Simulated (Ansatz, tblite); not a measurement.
Removing and adding an electron: `S/C=C/c1ccc(/C=C/c2ccc(/C=C/c3ccc(S)cc3)cc2)cc1`. Charge 0, multiplicity 1. Geometry: PBE-D4/def2-SVP. Ansatz, gas phase; energy differences of separate SCF runs; the oxidised species was run as a doublet alone; the reduced species was run as a doublet alone.

```xyz
46

S    -2.405  -10.563   -2.966
C    -2.372   -8.894   -2.409
C    -1.253   -8.123   -2.459
C    -1.123   -6.749   -1.985
C    -2.150   -6.045   -1.305
C    -1.968   -4.728   -0.890
C    -0.754   -4.028   -1.125
C    -0.626   -2.648   -0.678
C     0.429   -1.810   -0.903
C     0.570   -0.432   -0.457
C     1.714    0.309   -0.847
C     1.896    1.632   -0.447
C     0.949    2.296    0.372
C     1.194    3.676    0.768
C     0.416    4.453    1.576
C     0.668    5.835    1.970
C     1.786    6.587    1.526
C     1.988    7.906    1.931
C     1.074    8.537    2.805
S     1.260   10.207    3.366
C    -0.046    7.806    3.258
C    -0.237    6.486    2.845
C    -0.199    1.554    0.764
C    -0.382    0.235    0.363
C     0.277   -4.737   -1.793
C     0.096   -6.055   -2.206
H    -3.750  -10.735   -2.851
H    -3.316   -8.510   -1.993
H    -0.341   -8.556   -2.907
H    -3.108   -6.541   -1.090
H    -2.785   -4.208   -0.366
H    -1.491   -2.264   -0.110
H     1.281   -2.188   -1.494
H     2.470   -0.177   -1.483
H     2.797    2.179   -0.769
H     2.122    4.110    0.357
H    -0.507    4.018    1.995
H     2.518    6.130    0.843
H     2.868    8.456    1.564
H     2.414   10.467    2.692
H    -0.770    8.278    3.939
H    -1.116    5.933    3.210
H    -0.963    2.027    1.398
H    -1.284   -0.301    0.696
H     1.243   -4.247   -1.985
H     0.917   -6.578   -2.721
```

The xTB rows come from tblite. Single mean-field runs in def2-TZVP are fitted with def2-universal-jkfit.

| level | −HOMO (eV) | vertical IE (eV) | −LUMO (eV) | vertical EA (eV) | HOMO–LUMO gap (eV) | IE − EA (eV) |
| --- | --- | --- | --- | --- | --- | --- |
| PBE-D4/def2-TZVP | 4.64 | 6.06 | 2.84 | 1.47 | 1.80 | 4.59 |
| PBE0-D4/def2-TZVP | 5.38 | 6.36 | 2.23 | 1.32 | 3.14 | 5.05 |

Problem. Estimate the rows for GFN1-xTB, GFN2-xTB.

Solution. 
| level | −HOMO (eV) | vertical IE (eV) | −LUMO (eV) | vertical EA (eV) | HOMO–LUMO gap (eV) | IE − EA (eV) |
| --- | --- | --- | --- | --- | --- | --- |
| GFN1-xTB | 10.43 | 11.89 | 8.61 | 7.06 | 1.82 | 4.83 |
| GFN2-xTB | 9.66 | 11.06 | 7.82 | 6.30 | 1.84 | 4.76 |

Run but left out: PBE-QIDH/def2-TZVP (charge +1 doublet: ⟨S²⟩ 1.22, where a pure state has 0.75); PBE-QIDH/def2-TZVP (charge -1 doublet: ⟨S²⟩ 1.21, where a pure state has 0.75).   Raw xTB energy differences between charge states are shifted by several eV; the methods need an empirical correction for them. Sets without diffuse functions give affinities that are too small.
